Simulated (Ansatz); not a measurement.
`CCOB(C)F`. Charge 0, multiplicity 1. The structure was optimised at the PBE0-D4/def2-TZVP level. It is one conformer, not always the lowest.

```xyz
14

C     0.523    0.242    2.084
C     0.063    1.100    0.930
O    -0.616    0.317   -0.046
B     0.015   -0.216   -1.110
C    -0.744   -1.086   -2.160
F     1.329    0.014   -1.270
H     0.982    0.863    2.857
H    -0.321   -0.291    2.527
H     1.261   -0.491    1.753
H     0.910    1.618    0.473
H    -0.653    1.852    1.269
H    -0.290   -2.079   -2.231
H    -0.659   -0.641   -3.156
H    -1.800   -1.202   -1.919
```

Question: What is the dipole moment at r2SCAN/def2-TZVPP? (An estimate is asked.)

Answer: The calculation gave: 0.96 D, with components (-0.17, 0.34, 0.88) D in this frame, pointing from negative to positive charge.

Question: And with PBE, B3LYP, ωB97M-V? (Estimate.)

Answer: Computed: PBE 0.98 D, B3LYP 0.99 D, ωB97M-V 0.98 D.

Question: Give the Mulliken charges with r2SCAN, PBE, ωB97M-V in def2-TZVPP. (Best estimate.)

Answer: Computed: 
| atom | r2SCAN | PBE | ωB97M-V |
| --- | --- | --- | --- |
| C1 | -0.15 | -0.26 | -0.30 |
| C2 | 0.14 | 0.04 | -0.01 |
| O3 | -0.31 | -0.24 | -0.31 |
| B4 | 0.46 | 0.35 | 0.41 |
| C5 | -0.28 | -0.39 | -0.38 |
| F6 | -0.29 | -0.24 | -0.27 |
| H7 | 0.04 | 0.08 | 0.10 |
| H8 | 0.05 | 0.09 | 0.11 |
| H9 | 0.05 | 0.09 | 0.10 |
| H10 | 0.04 | 0.07 | 0.09 |
| H11 | 0.04 | 0.08 | 0.11 |
| H12 | 0.07 | 0.11 | 0.11 |
| H13 | 0.07 | 0.11 | 0.11 |
| H14 | 0.07 | 0.11 | 0.11 |

B3LYP here is the variant with VWN-RPA as its local correlation; programs differ in this.
